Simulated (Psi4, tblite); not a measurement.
Intermolecular potential of C4H4O ··· H3O+ (SMILES c1ccoc1 and [OH3+]) (charge +1). Monomers: optimised at B3LYP-D3(BJ) (def2-TZVP), held rigid. Orientation: a random orientation, not optimised. The monomers approach along the line of their centres of mass (distance R); nothing else relaxes.

Geometry at R = 4.38 Å (first 9 atoms: monomer A):
```
13

C     -0.9309     0.4204    -0.0827
C      0.4038     0.9404    -0.0585
C      1.2238    -0.1305     0.0733
O      0.4959    -1.2796     0.1324
C     -0.8150    -0.9246     0.0362
H     -1.8475     0.9773    -0.1763
H      0.7048     1.9716    -0.1299
H      2.2911    -0.2441     0.1374
H     -1.5259    -1.7307     0.0680
O     -3.9614    -0.5073    -1.6845
H     -4.4613     0.3368    -1.7023
H     -3.4533    -0.6766    -2.5066
H     -3.4325    -0.6299    -0.8672
```

- GFN2-xTB (tblite)
- SCS-MP2/aug-cc-pVDZ = Psi4 with DF-SCS-MP2/aug-cc-pVDZ, frozen core, counterpoise-corrected
- MP2/aug-cc-pVDZ = DF-MP2/aug-cc-pVDZ, frozen core, counterpoise-corrected (Psi4)
- SAPT0/jun-cc-pVDZ, frozen core (Psi4)

Interaction energies in kJ/mol:

```csv
R / Å,GFN2-xTB,SCS-MP2/aug-cc-pVDZ,MP2/aug-cc-pVDZ
3.78,-15.81,-9.33,-12.89
3.95,-17.04,-13.73,-16.49
4.15,-15.33,-14.64,-16.71
4.38,-12.06,-13.07,-14.57
4.59,-9.18,-10.80,-11.93
4.77,-7.13,-8.80,-9.70
5.09,-4.46,-5.70,-6.30
5.35,-3.00,-3.77,-4.21
5.90,-1.18,-1.15,-1.40
6.55,-0.16,0.29,0.15
7.58,0.44,0.99,0.92
8.88,0.58,1.05,1.01
```

Problem. What does SAPT0/jun-cc-pVDZ give at the same points?

Solution. 3.78: -2.38; 3.95: -6.63; 4.15: -7.96; 4.38: -7.18; 4.59: -5.68; 4.77: -4.28; 5.09: -2.09; 5.35: -0.74; 5.90: 0.95; 6.55: 1.73; 7.58: 1.89; 8.88: 1.62 (kJ/mol).
